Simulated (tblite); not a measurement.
Compound: C4H11FO2Si.
Cartesian coordinates in Å at the GFN2-xTB level; atoms count from 1:
```xyz
19
C4H11FO2Si angstrom
C     -1.3135    1.3653   -0.5124
C     -0.5367    0.1241   -0.0636
C     -0.7136   -1.0100   -1.0703
C     -1.0346   -0.3282    1.3210
F     -2.3619   -0.6678    1.2815
O      0.8069    0.4940    0.0824
Si     2.1842   -0.3676    0.0688
O      3.3385    0.7292    0.3495
H     -2.3783    1.1513   -0.5330
H     -0.9874    1.6633   -1.5051
H     -1.1286    2.1868    0.1757
H     -1.7676   -1.2572   -1.1628
H     -0.1674   -1.8906   -0.7414
H     -0.3300   -0.7047   -2.0398
H     -0.9280    0.4792    2.0514
H     -0.4811   -1.2104    1.6546
H      2.4926   -0.9405   -1.2354
H      2.1817   -1.3770    1.1309
H      3.1149    1.5699    0.7406
```

Level: GFN2-xTB in tblite, geometry and Hessian alike; calculated harmonic values, unscaled, isolated species. Errors from tens to a few hundred cm⁻¹ against measured bands are possible. Modes of hydrogen on silicon can be 10 to 20 % off. One conformer, not necessarily the lowest.

Harmonic wavenumbers (cm⁻¹): 38.7, 58.4, 87.7, 89.6, 149.2, 187.9, 209.0, 246.1, 254.9, 307.0, 345.6, 412.2, 439.6, 516.2, 583.7, 623.2, 717.8, 765.6, 819.6, 827.3, 848.8, 919.0, 925.9, 956.2, 984.2, 1022.7, 1051.0, 1068.7, 1168.8, 1201.9, 1231.0, 1261.3, 1312.9, 1391.0, 1405.8, 1446.5, 1471.4, 1482.7, 1484.2, 1498.3, 2211.3, 2294.7, 2958.9, 2965.4, 3038.6, 3040.4, 3046.8, 3048.4, 3050.4, 3053.0, 3670.1.

A = 3155, B = 882.7, C = 858.9 MHz; mass 138.051 u (most abundant isotopes); point group C1, symmetry number 1.

Task: Zero-point energy?

Result: ½Σν̃ = 32095 cm⁻¹ = 383.94 kJ/mol.

Task: What is S at 400 K and 1 bar for an ideal gas of classical rigid rotors and harmonic oscillators?

Result: Translation 176.42, rotation 126.20, vibration 196.11: S = 498.7 J/(mol K).

Task: And Cp and H(400 K) − H(0)?

Result: Cp = 215.42 J/(mol K), of which vibrations give 182.16 (their classical limit is 51 R = 424.0); H(400 K) − H(0) = 52.44 kJ/mol without the zero-point energy, 39.14 from vibrations.

Task: Which modes carry the vibrational entropy at 400 K?

Result: 38.7 cm⁻¹: 24.72; 58.4 cm⁻¹: 21.30; 87.7 cm⁻¹: 17.94; 89.6 cm⁻¹: 17.76; 149.2 cm⁻¹: 13.59; 187.9 cm⁻¹: 11.73 J/(mol K); the other 45 give 89.07 together.

Task: Blend soft modes into free rotors: weight 1/[1 + (100 cm⁻¹/ν̃)⁴] for the oscillator and the rest for a rotor with moment μB/(μ + B), μ = h/(8π²ν), B = 10⁻⁴⁴ kg m². What vibrational entropy results?

Result: 177.76 J/(mol K) in place of 196.11, which changes −T·S at 400 K by +7.34 kJ/mol.

Task: How do the functions run with temperature in this model?

Result: 
```
 T (K)  S (J/(mol K))  Cp (J/(mol K))  H − H(0) (kJ/mol)  G − H(0) (kJ/mol)  ln q(vib)
    50          252.3            62.1               2.27             -10.34       0.79
   100          304.2            89.9               6.10             -24.32       2.40
298.15          441.5           175.2              32.51             -99.13       8.77
373.15          484.1           205.4              46.79            -133.85      11.02
   500          550.5           248.9              75.71            -199.55      14.71
   750          663.8           309.2             146.05            -351.78      21.50
  1000          758.5           348.6             228.61            -529.89      27.67
```

q(vib) and H(0) count from the zero-point level.

Hindered rotation and anharmonicity are outside this model. Other conformers, if any are populated, would add a mixing term that is left out. The structure is chiral; the term R ln 2 for an equal mix with its mirror image is left out.
